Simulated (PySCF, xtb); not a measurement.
C3H3, SMILES c1c[cH+]1, charge +1.

Harmonic wavenumbers (cm⁻¹) from xtb with GFN2-xTB at its own minimum, in rising order: 796, 847, 847, 876, 876, 886, 1225, 1225, 1721, 3115, 3115, 3170.

What does PBE-D3(BJ)/def2-TZVP (PySCF) give at its own minimum? (Estimate from the structure and the level; the computed values follow.)

747, 905, 905, 990, 990, 997, 1293, 1293, 1625, 3169, 3169, 3215. Paired by order, the mean absolute difference is 74 cm⁻¹ and the zero-point energies are 26.7 and 27.6 kcal/mol.
